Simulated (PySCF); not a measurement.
# A search over the determinants of Cd2

Unrestricted PBE0; PySCF, scalar-relativistic core potentials, basis sets Cd cc-pVDZ-PP with ECP28. Outer shells of the fragments: Cd 4d10 5s2; Cd 4d10 5s2.

Followed along the bond (rough minima from three points):

| 2Ms+1 | unpaired | ⟨S²⟩ at the start | R at minimum (Å) | Te (eV) |
| --- | --- | --- | --- | --- |
| 1 | none | 0.00 | 3.60 | 0.00 |
| 3 | σ ↑, π ↑ | 2.01 | none in the scan | ≤ 2.50 |

Solutions found at the starting distance of 2.800 Å, counted from the lowest of them; the search is not exhaustive and high or unbound solutions are not listed, so other states can lie among these:

```csv
2Ms+1,unpaired,term,E (eV),⟨S²⟩,⟨Lz²⟩
1,none,¹Σ⁺,0.00,0.00,0.00
3,"σ ↑, π ↑",³Π,2.30,2.01,1.00
3,σ ↑↑,³Σ⁺,2.37,2.00,0.00
1,"σ ↑, π ↓",mixed,2.58,1.02,1.00
3,π ↑↑,³Σ⁻,5.46,2.00,0.00
1,π ↑↓,mixed,5.62,1.00,2.01
```

A term symbol is given only where ⟨S²⟩ and ⟨Lz²⟩ are close to those of a pure state; real π, δ and φ orbitals otherwise mix terms, and g/u labels are left off.

Counting both spins, an empty level lies below a filled one in some of these solutions, because spin and occupation are held.
